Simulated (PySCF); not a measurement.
C3H5AlF2, SMILES C=C[CH2][Al]([F])[F], CAM-B3LYP/def2-SVP optimised geometry.

```
11

Al     0.70     0.43     0.00
C     -0.32    -1.23     0.03
C     -1.78    -1.03    -0.23
C     -2.43    -1.36    -1.35
H     -0.15    -1.69     1.01
H      0.13    -1.91    -0.71
H     -2.35    -0.55     0.57
H     -1.92    -1.85    -2.18
H     -3.50    -1.16    -1.46
F      2.35     0.43     0.00
F     -0.03     1.91     0.00
```

Density from CAM-B3LYP/def2-TZVP in PySCF at that geometry.

Minimum of the electron density along straight lines between bonded atoms, close to the bond critical point (lines longer than 1.1 times the sum of covalent radii, or with two minima, are not listed):

```
bond     length / Å  ρ at the minimum / e bohr⁻³  ∇²ρ there / e bohr⁻⁵  position (fraction from the first atom)
-------  ----------  ---------------------------  --------------------  ---------------------------------------
Al1–C2        1.938                            ?                  0.25                                     0.41
C2–C3         1.497                        0.258                     ?                                     0.50
C3–C4         1.332                            ?                 -1.09                                     0.51
C2–H5         1.105                        0.265                 -0.86                                     0.64
C2–H6         1.103                        0.267                 -0.88                                     0.64
C3–H7         1.097                        0.279                 -0.98                                     0.65
C4–H8         1.095                        0.277                 -0.96                                     0.65
C4–H9         1.092                        0.279                 -0.98                                     0.65
Al1–F10       1.652                        0.113                  0.91                                     0.44
Al1–F11       1.652                        0.113                  0.91                                     0.44
```

### Question
Fill in the missing entries.

### Answer

- Al1–C2, ρ at the minimum / e bohr⁻³: 0.092
- C2–C3, ∇²ρ there / e bohr⁻⁵: -0.67
- C3–C4, ρ at the minimum / e bohr⁻³: 0.354
